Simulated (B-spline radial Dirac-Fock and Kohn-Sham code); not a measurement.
# Relative intensities of the K lines, Al to V

Level of theory: a relativistic independent-particle model: LDA orbitals of the hole state, radiative multipoles to third order, Auger rates from the Coulomb interaction with a continuum orbital, Dirac-Fock energies; a radial finite-basis atomic code. Each entry is the share of the radiative K rate in per cent; values in brackets are the Scofield rates tabulated in xraylib.

```
 Z  element          Kα2          Kα1            Kβ3            Kβ1  Kβ2'  radiative width (eV)
13       Al  33.1 (32.9)  65.8 (65.8)  0.351 (0.435)  0.700 (0.869)     –                0.0155
14       Si  32.7 (32.6)  64.9 (64.7)  0.777 (0.900)    1.55 (1.80)     –                0.0224
15        P  32.3 (32.2)  64.0 (63.5)    1.25 (1.43)    2.48 (2.83)     –                0.0316
16        S  31.8 (31.6)  63.0 (62.6)    1.75 (1.95)    3.48 (3.87)     –                0.0433
17       Cl  31.3 (31.1)  61.9 (61.5)    2.27 (2.51)    4.50 (4.96)     –                0.0583
18       Ar  30.8 (30.4)  60.9 (60.3)    2.79 (3.12)    5.52 (6.13)     –                0.0770
19        K  30.5 (30.1)  60.3 (59.5)    3.09 (3.45)    6.12 (6.91)     –                0.0995
20       Ca  30.3 (29.8)  59.7 (59.0)    3.35 (3.72)    6.64 (7.44)     –                 0.127
21       Sc  30.2 (29.8)  59.6 (58.8)    3.43 (3.81)    6.79 (7.56)     –                 0.158
22       Ti  30.2 (29.8)  59.4 (58.7)    3.49 (3.87)    6.90 (7.64)     –                 0.195
23        V  30.2 (29.8)  59.3 (58.6)    3.54 (3.91)    6.99 (7.73)     –                 0.239
```

Values without a named source are computed, but for edge energies of neutral atoms, which are taken from tables.
